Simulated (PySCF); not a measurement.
BHI2O, SMILES OB(I)I. Atoms are numbered in the order given.

```xyz
5

B      0.8373    -0.0124     0.0000
I     -0.2350     1.8718     0.0000
I     -0.2208    -1.8795     0.0000
O      2.1719    -0.0446     0.0000
H      2.5980     0.8251     0.0000
```

Geometry optimised at B3LYP-D3(BJ)/def2-SVP. The def2 effective core potentials stand for the cores of I; spin–orbit coupling is left out. The values are those of a single conformer.

Computed with M06-2X/def2-TZVP in PySCF.

ESP charges are fitted to the potential on shells at 1.4 to 2.0 van der Waals radii. Atomic charges (e):

```tsv
atom	Mulliken	ESP fit
B1	0.17	(withheld)
I2	-0.10	(withheld)
I3	-0.06	(withheld)
O4	-0.36	(withheld)
H5	0.35	(withheld)
```

### Question
Fill in the missing entries. (The exact figures need the calculation; the answer reports its results.)

### Answer

- B1, ESP fit: 0.09
- I2, ESP fit: -0.07
- I3, ESP fit: -0.02
- O4, ESP fit: -0.40
- H5, ESP fit: 0.40

### Question
Give the Mayer and Wiberg (Löwdin basis) orders of the bonds. (An estimate is asked for; the answer gives what the named calculation found.)

### Answer

```tsv
bond	Mayer	Wiberg
B1–I2	1.17	1.87
B1–I3	1.19	1.91
B1–O4	1.43	2.14
O4–H5	0.84	0.91
```
